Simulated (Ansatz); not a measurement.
Cost and result for the atomization energy of C2H11AlAsNSiZn (18 atoms, 20 bonds).

Cartesian coordinates in Å:
```
C -0.4528 -2.6134 0.1352
As -1.4574 -0.9956 -0.3970
Si -1.2487 0.0799 1.7566
Al 1.0407 0.3133 0.9218
C 0.1594 0.1002 -0.9035
N -0.2683 1.4682 -1.3369
Zn 1.5361 2.3976 -0.9540
H 0.3939 -2.4028 0.7932
H -1.1381 -3.2847 0.6532
H -0.0876 -3.1089 -0.7652
H -2.1351 1.2880 1.7355
H -1.7399 -0.7838 2.8684
H 2.3324 -0.4805 1.4030
H 1.5173 2.0036 0.7116
H 0.6736 -0.3672 -1.7461
H -0.9774 1.8275 -0.7025
H -0.6863 1.4734 -2.2627
H 2.5381 3.0852 -1.9107
```

The species carries charge 0 and has multiplicity 1. For Zn the d shell is correlated and the shells below it are frozen. Correlated methods include outer-core shells of As, which these sets cover unevenly. Scalar relativity is left out up to krypton. The bonds changed during the relaxation, so this is another structure than the one it started from. The structure was optimised at the PBE0-D4/def2-TZVP level. It is one conformer, not always the lowest. Program: Ansatz. All runs use 4 threads of an AMD EPYC 7R13 on a shared host and a share of an NVIDIA H100 80 GB. Times are those of one run each, without the atoms' runs, and a repeat can differ threefold. Electronic energies, without spin–orbit coupling; frozen cores. CCSD(T)/CBS adds CCSD(T) − MP2 in def2-TZVPP to the MP2 limit, and its time is that of the two runs behind it. T1 = 0.014. With those shells the extrapolation isn't a true limit. HSE06 is the plane-wave form, built on full-range PBE exchange.

CCSD(T)/CBS is a level of theory with its own doubt, some kJ/mol a heavy atom from the limit and from the frozen cores, so smaller differences don't rank the functionals.

```
                             level  functions  wall time
                  CCSD(T)/def2-SVP        196      3.4 s
               HSE06-D4/def2-TZVPP        443        4 s
                PBE0-D4/def2-TZVPP        443      4.3 s
   PBE-D4/def2-TZVPP (with forces)        443      5.5 s
r2SCAN-D4/def2-TZVPP (with forces)        443        6 s
                 B2PLYP/def2-TZVPP        443      6.5 s
            LDA (SPW92)/def2-TZVPP        443        7 s
              revPBE-D4/def2-TZVPP        443        7 s
                 B97M-V/def2-TZVPP        443        8 s
                ωB97X-V/def2-TZVPP        443        9 s
                    MP2/def2-QZVPP        830       14 s
                CCSD(T)/def2-TZVPP        443       39 s
                 CCSD(T)/CBS(def2)          –       52 s
```

What atomization energy does each give, and how far from CCSD(T)/CBS? (An estimate is asked.)

The calculation gave: 
```csv
level,atomization (kcal/mol),difference from CCSD(T)/CBS,per bond
CCSD(T)/def2-SVP,1231.3,-83.5,-4.2
HSE06-D4/def2-TZVPP,1314.8,0.0,0.0
PBE0-D4/def2-TZVPP,1314.6,-0.2,0.0
PBE-D4/def2-TZVPP (with forces),1329.2,14.4,0.7
r2SCAN-D4/def2-TZVPP (with forces),1320.5,5.7,0.3
B2PLYP/def2-TZVPP,1289.1,-25.7,-1.3
LDA (SPW92)/def2-TZVPP,1502.2,187.4,9.4
revPBE-D4/def2-TZVPP,1302.7,-12.1,-0.6
B97M-V/def2-TZVPP,1322.8,8.0,0.4
ωB97X-V/def2-TZVPP,1327.0,12.2,0.6
MP2/def2-QZVPP,1305.1,-9.7,-0.5
CCSD(T)/def2-TZVPP,1280.4,-34.4,-1.7
CCSD(T)/CBS(def2),1314.8,0.0,0.0
```

From BLYP to BHLYP (50 % exact exchange), in def2-TZVPP and without D4, the atomization energy moves by −7.7 kcal/mol: exact exchange takes away binding that semilocal exchange gives to molecules. In def2-TZVPP, CCSD(T) changes the Hartree–Fock value by +355.8 kcal/mol (the triples alone add +21.4 kcal/mol) and MP2 by +360.1 kcal/mol; breaking electron pairs costs correlation energy, which Hartree–Fock lacks. The D4 term adds +24.3 kcal/mol with B3LYP and +12.9 kcal/mol with PBE0; it sums over pairs of atoms, weighted by their polarisabilities, and B3LYP, whose exchange is more repulsive, gets the larger term.

B3LYP here is the variant with VWN-RPA as its local correlation; programs differ in this.
